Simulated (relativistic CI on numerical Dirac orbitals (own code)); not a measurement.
Ions with 11 electrons, Mg+ to Fe15+

Computed by Dirac-Coulomb-Breit CI, KLI orbitals optimised for each configuration, QED by a radiative potential, valence Slater integrals scaled by 0.9, P86 correlation energy added to each configuration (own radial code, finite nucleus).

CI space (outside the closed core [Ne]): 3s, 3p, 3d, 4s, 4p, 4d, 4f. Levels of other configurations are missing.

Energies above each ion's lowest level, in eV. Levels are followed by their leading LS label, which can pass from one level to another where the coupling changes.

| Ion | 3s 2S_1/2 | 3p 2P°_1/2 | 3p 2P°_3/2 | 4s 2S_1/2 | 3d 2D_5/2 |
| --- | --- | --- | --- | --- | --- |
| Mg+ | 0 | 4.3136 | 4.324 | 8.5752 | 8.6686 |
| Al2+ | 0 | 6.5696 | 6.597 | 15.493 | 14.19 |
| Si3+ | 0 | 8.7835 | 8.8385 | 23.844 | 19.749 |
| P4+ | ? | ? | ? | ? | ? |
| S5+ | 0 | 13.133 | 13.287 | 44.707 | 30.656 |
| Cl6+ | 0 | 15.285 | 15.516 | 57.191 | 36.002 |
| Ar7+ | 0 | 17.429 | 17.761 | 71.039 | 41.303 |
| K8+ | 0 | 19.567 | 20.028 | 86.247 | 46.579 |
| Ca9+ | 0 | 21.703 | 22.326 | 102.82 | 51.848 |
| Sc10+ | 0 | 23.839 | 24.661 | 120.75 | 57.128 |
| Ti11+ | 0 | 25.975 | 27.041 | 140.05 | 62.435 |
| V12+ | 0 | 28.115 | 29.471 | 160.72 | 67.781 |
| Cr13+ | 0 | 30.258 | 31.961 | 182.76 | 73.182 |
| Mn14+ | 0 | 32.406 | 34.517 | 206.19 | 78.648 |
| Fe15+ | 0 | 34.56 | 37.146 | 230.99 | 84.193 |

Fill in the row of P4+.

3s 2S_1/2 0, 3p 2P°_1/2 10.968, 3p 2P°_3/2 11.064, 4s 2S_1/2 33.588, 3d 2D_5/2 25.243 (eV).

The lowest level keeps the configuration 3s and J = 1/2 throughout.

Between Z = 23 and 26 the energy of 3p 2P°_1/2 follows a local power law Z^1.7. For orientation: electrostatic splittings inside a shell grow about linearly with the screened charge, excitations that change n as its square, and fine structure as its fourth power; written in Z itself the exponents are larger, since the screened charge grows faster in proportion.

The members near neutrality are the least accurate: they can be off by several eV, miss lower levels of configurations outside the list, or start from a wrong lowest level.
